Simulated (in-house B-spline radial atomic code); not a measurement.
## Ionising the iridium ion Ir⁷⁺ with different functionals

Computed with a B-spline radial code for spherical atoms: four-component Dirac-Coulomb Hamiltonian, Fermi nucleus of rms radius 5.4032 fm, spin-restricted, spherical fractional occupations for the functionals, and exact exchange of hybrids averaged over the configuration. The ionisation energy is the difference of two self-consistent energies, [Xe] 4f14 5d2 → [Xe] 4f14 5d1, without Breit or QED terms; ε is the level of the shell that loses the electron (mean over j). The electron is taken from both j subshells in proportion to 2j + 1, so the result is a j average, not the step between ground levels.

```tsv
method	rung	ΔSCF (eV)	-ε(5d) (eV)
B97-1	global hybrid	104.48	98.06
B3LYP	global hybrid	104.64	98.10
BHandHLYP	global hybrid	104.53	100.63
PBE0	global hybrid	104.54	98.46
```

(1) Among the functionals, which spreads more, the ΔSCF values or the orbital energies?

(2) How do they compare with the NIST value?

## Answers

(1) The orbital energies: ΔSCF values span about 0.15 eV and the orbital energies 2.57 eV; here energy differences depend much less on the functional than eigenvalues do.

(2) NIST lists 105 eV ± 2.1 (tabulated theory, ground level to ground level). Errors run from -0.52 to -0.36 eV; all lie within about twice that uncertainty, so the table can't rank the methods.
